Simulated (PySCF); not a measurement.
## Basis and Hamiltonian dependence of the ionisation energy of Ga+

Ga+ [Ar] 3d10 4s2 (1S) → Ga(2+) [Ar] 3d10 4s1 (2S). Calculated with PySCF 2.14 from differences of total energies of unrestricted determinants, without spin-orbit coupling. Values in eV.

```csv
basis,Hamiltonian,functions,UHF,r2SCAN,PBE0,MP2 (valence),CCSD(T) (valence),CCSD(T) (valence and next inner shell)
cc-pVDZ-DK,spin-free X2C,27,18.801,n/a,n/a,19.439,19.770,n/a
6-31G*,non-relativistic,32,18.588,n/a,20.273,19.218,19.536,n/a
ANO-RCC-VTZP,spin-free X2C,43,18.771,20.538,20.457,19.441,19.765,20.290
pcseg-2,non-relativistic,43,18.463,20.153,n/a,19.174,19.466,n/a
def2-TZVPPD,non-relativistic,54,18.445,20.138,20.090,19.167,19.462,19.863
aug-cc-pVTZ-PP with ECP10MDF,ECP,55,18.749,20.482,20.365,19.474,19.765,n/a
aug-cc-pVTZ-DK,spin-free X2C,59,18.771,20.522,20.460,19.476,19.763,n/a
dyall-av2z,non-relativistic,92,18.440,20.150,20.094,19.126,19.447,n/a
aug-cc-pVQZ-DK,spin-free X2C,93,18.749,20.489,20.417,19.499,19.772,n/a
x2c-QZVPPall,spin-free X2C,94,18.750,20.525,20.443,19.493,19.760,20.426
def2-QZVPPD,non-relativistic,95,18.450,20.148,20.089,19.203,19.484,20.115
"x2c-QZVPPall with one added diffuse shell each of s, p, d, f type",spin-free X2C,110,18.750,20.525,20.443,19.494,n/a,n/a
aug-cc-pV5Z-PP with ECP10MDF,ECP,136,18.744,20.520,20.385,19.512,n/a,n/a
aug-cc-pwCVQZ-PP with ECP10MDF,ECP,166,18.744,n/a,n/a,19.508,n/a,n/a
```

Extrapolation of CCSD(T) (valence) from aug-cc-pVTZ-DK and aug-cc-pVQZ-DK: the correlation parts are 0.992 and 1.023 eV; with the X⁻³ form and unrounded values, (4³ × 1.023 − 3³ × 0.992)/(4³ − 3³) = 1.045 eV, and adding the Hartree-Fock value 18.749 eV of the larger basis gives 19.795 eV.

Frozen in the all-electron rows: valence: [Ar] 3d10; valence and next inner shell: [Ne]; with a core potential, the same shells as far as they lie outside it.

Non-relativistic rows lack the scalar-relativistic shift.

Reference for a calculation without spin-orbit coupling: 20.515 eV (measured, between term centres; NIST).
